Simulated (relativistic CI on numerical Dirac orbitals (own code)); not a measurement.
## Electric-dipole lines of Nb X

These numbers are calculated, not measured: Dirac-Coulomb-Breit CI, KLI orbitals optimised for each configuration, model QED (radiative potential, 1s self-energy scaled to tabulated hydrogen-like ionisation energies), unscaled Slater integrals (own radial code, finite nucleus).

Configurations in the expansion (outside the closed core [Ar] 3d10): 4s²4p², 4s4p³, 4p⁴, 4s²4p4d, 4s4p²4d, 4s²4p4f, 4s4p²4f, 4s²4p5s, 4p³4d, 4s²4p5p, 4s4p4d², 4s²4d4f, 4p³5s, 4s4p²5s, 4s²4p5d, 4p³4f, 4s4p4d5s, 4s4p²5p, 4s²4p6s, 4s²4f5s, 4s²4p5f, 4s²4p6p, 4s²4p5g, 4s²4p6d, 4s4p²5d, 4s4p5s², 4p²4d4f, 4s²4p7s, 4s²4d², 4s4d³, 4s4d²4f, 4p²4d², 4p4d³, 4p4d²4f, 4p4d²5s, 4s²4f², 4s4d4f², 4s4f³, 4s²4d5s, 4s4d²5s, 4s4d4f5s, 4p²4f², 4p4d4f², 4p4f³, 4p4f²5s, 4s²5s², 4s4d5s², 4s4f5s², 4s4p4d4f, 4p²4d5s, 4p4d4f5s, 4p4d5s². Double excitations out of closed p, d and f shells are left out; levels of such configurations are missing from the list, as are those of other unlisted configurations, and high levels can miss mixing partners. These lack a partner that the ground configuration has and come out too high: 4s4p²5p, 4s4p²5d, 4s²4p5p, 4s²4p5d, 4s²4p6s.

```tsv
λ vac (Å)	Lower	Upper	A (s⁻¹)	log gf	S velocity/length
245.47	4s4p³ ³D°1 [7]	4s4p²4d ³F2 [71]	5.54e+10	0.40	0.98
247.39	4s4p³ ³D°2 [8]	4s4p²4d ³D3 [68]	5.48e+10	0.55	0.97
249.01	4s4p³ ³D°3 [9]	4s4p²4d ³F4 [70]	1.13e+11	0.98	0.98
250.90	4s²4p² ³P1 [2]	4s²4p4d ³D°2 [25]	2.93e+10	0.14	0.98
251.98	4p⁴ ¹D2 [31]	4p³4d ¹F°3 [203]	7.38e+10	0.69	0.96
252.20	4s²4p² ¹D2 [4]	4s²4p4d ¹F°3 [26]	1.03e+11	0.84	0.98
252.60	4s4p³ ⁵S°2 [6]	4s4p²4d ⁵P1 [49]	9.54e+10	0.44	0.98
252.98	4s²4p² ³P1 [2]	4s²4p4d ³P°1 [23]	5.77e+10	0.22	0.98
253.58	4s²4p² ³P0 [1]	4s²4p4d ³D°1 [20]	7.88e+10	0.36	0.98
254.22	4s4p³ ⁵S°2 [6]	4s4p²4d ⁵P2 [47]	6.66e+10	0.51	0.98
254.86	4s4p²4d ³G5 [54]	4s4p4d² ³H°6 [313]	1.09e+11	1.14	0.95
255.50	4s4p³ ³D°3 [9]	4s4p²4d ³F3 [64]	3.17e+10	0.34	0.97
255.75	4s4p³ ³P°2 [12]	4s4p²4d ³D3 [80]	5.53e+10	0.58	0.98
256.05	4s4p³ ³D°2 [8]	4s4p²4d ³F2 [62]	4.24e+10	0.32	0.98
256.10	4s4p²4d ³F4 [70]	4s4p4d² ³G°5 [376]	1.01e+11	1.04	0.92
256.57	4s4p³ ⁵S°2 [6]	4s4p²4d ⁵P3 [46]	8.97e+10	0.79	0.98
256.60	4s²4p² ³P2 [3]	4s²4p4d ³D°2 [25]	4.10e+10	0.31	0.98
257.00	4s²4p² ³P2 [3]	4s²4p4d ³D°3 [24]	9.27e+10	0.81	0.98
257.29	4s4p²4d ⁵F5 [39]	4s4p4d² ⁵F°5 [244]	6.20e+10	0.83	0.95
258.06	4s²4p² ³P1 [2]	4s²4p4d ¹D°2 [21]	3.68e+10	0.26	0.98
258.82	4s4p³ ¹D°2 [13]	4s²4p4f ¹F3 [86]	9.23e+10	0.81	0.97
261.95	4s4p³ ³S°1 [14]	4s4p²4d ³P2 [89]	9.79e+10	0.70	0.98
262.54	4s4p²4d ⁵P3 [46]	4s4p4d² ⁵D°4 [267]	8.23e+10	0.88	0.96
264.22	4s4p²4d ⁵F5 [39]	4s4p²4f ⁵G°6 [230]	5.66e+10	0.89	0.97
266.89	4s4p³ ³P°2 [12]	4s4p²4d ³P2 [73]	5.08e+10	0.43	1.00
267.36	4s²4p4d ¹F°3 [26]	4s²4d² ¹G4 [142]	1.90e+11	1.26	0.96
267.99	4s²4p² ¹S0 [5]	4s²4p4d ¹P°1 [27]	7.94e+10	0.41	0.98
268.85	4s²4p² ³P1 [2]	4s²4p4d ³P°2 [19]	2.79e+10	0.18	0.98
269.71	4s4p³ ¹D°2 [13]	4s4p²4d ¹D2 [83]	6.70e+10	0.56	0.97
269.98	4s²4p4d ³D°3 [24]	4s²4d² ³F4 [120]	1.64e+11	1.21	0.96
270.29	4s²4p4d ³P°1 [23]	4s²4d² ³F2 [116]	6.84e+10	0.57	0.96
271.25	4s²4p4d ³D°2 [25]	4s²4d² ³F3 [118]	1.13e+11	0.94	0.96
275.28	4s4p²4d ³F4 [45]	4s4p²4f ³G°5 [252]	5.98e+10	0.87	0.96
275.40	4s²4p² ³P2 [3]	4s²4p4d ³P°2 [19]	2.87e+10	0.21	0.98
277.35	4s²4p4d ³F°3 [17]	4s²4p4f ³F3 [96]	4.30e+10	0.54	0.97
278.18	4s²4p4d ³F°2 [16]	4s²4p4f ³G3 [92]	6.80e+10	0.74	0.97
278.75	4s²4p4d ³P°2 [19]	4s²4p5p ³D3 [107]	4.32e+10	0.55	0.98
278.82	4s²4p4d ¹D°2 [21]	4s4p²4d ¹F3 [113]	8.53e+10	0.84	0.98
279.82	4s²4p4d ³F°4 [18]	4s²4p4f ³G5 [103]	7.74e+10	1.00	0.97
281.29	4s²4p4d ³F°4 [18]	4s²4p4f ³G4 [102]	4.40e+10	0.67	0.97
281.91	4s²4p4d ¹P°1 [27]	4s²4d² ¹D2 [137]	1.23e+11	0.87	0.97
282.22	4s²4p² ¹D2 [4]	4s²4p4d ¹D°2 [21]	3.43e+10	0.31	0.98
287.50	4s²4p4d ³F°3 [17]	4s²4p4f ¹G4 [90]	3.20e+10	0.55	0.97
339.60	4s²4p² ¹D2 [4]	4s4p³ ¹P°1 [15]	3.12e+10	0.21	0.98
340.35	4s²4p² ³P2 [3]	4s4p³ ³S°1 [14]	3.38e+10	0.25	0.97
```

Terms are leading LS components. Brackets give the number of a level in order of energy, since labels repeat. The list gives strong lines, with weight on those to low levels, among the lowest 400 of 4005 levels, so that lines to higher ones, which can be the strongest, are missing. Levels whose partners in the same complex of configurations lie outside the list can be far off, and so can their lines. Rates are taken at the computed energies, electric ones in the length gauge. A velocity-to-length ratio far from 1 marks an uncertain rate.

At this charge energies of transitions that change n are usually good to better than 1 %, and those within a shell (Δn = 0) to a few per cent.

LS names give the leading component of a level, which can be under half, so a name can repeat, a term be missing and a line seem to break the LS rules.
